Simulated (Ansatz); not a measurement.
Born–Oppenheimer molecular dynamics of FH₅OSn (8 atoms, charge 0, multiplicity 1). It starts at the highest image of a converged band, a first-order saddle point between two minima.

All numbers below come from RKS PBE/def2-SVP (Ansatz).

```json
{"ensemble": "NVE (velocity Verlet)", "time step": "0.5 fs", "steps asked": "200", "starting velocities drawn for": "300 K", "seed": "4114"}
```

First frame:

```xyz
8
Properties=species:S:1:pos:R:3
Sn -0.156 -0.051 -0.030
H -0.004 0.570 1.927
H 1.553 -0.308 -0.019
H -0.771 1.355 -0.812
O -0.736 -1.810 -0.796
H -1.677 -1.946 -0.571
F -1.895 -0.279 1.359
H -0.937 0.233 1.917
```

Q: How far do the bonds stretch over the last three quarters of this one trajectory? (Pairs bonded in most of those frames.)

A: 
```
  bond  mean (Å)  spread (Å)  shortest  longest
Sn1–H2     1.756       0.044      1.68     1.84
Sn1–H3     1.730       0.015      1.70     1.76
Sn1–H4     1.738       0.048      1.67     1.81
Sn1–O5     2.022       0.022      1.99     2.05
 O5–H6     0.981       0.014      0.96     1.00
 F7–H8     0.947       0.045      0.88     1.02
```

Mean temperature of the second half: 1005 K. The conserved energy stayed within 0.27 meV per atom of its start (net change -0.27 meV per atom), so the integration is sound. The kinetic energy rose, since the run started high on the potential surface and went downhill. It ends in pieces (FH + H4OSn), so much of that is their flight and rotation, not heat. A run of 0.1 ps of so small a system gives no equilibrium averages. The orbitals stay closed-shell, which can raise the energy where a bond breaks towards radicals; this wasn't checked here.

The run took 7.3 min on 1 thread of Arm Neoverse V1, with other jobs on the host, peak memory 0.14 GiB.
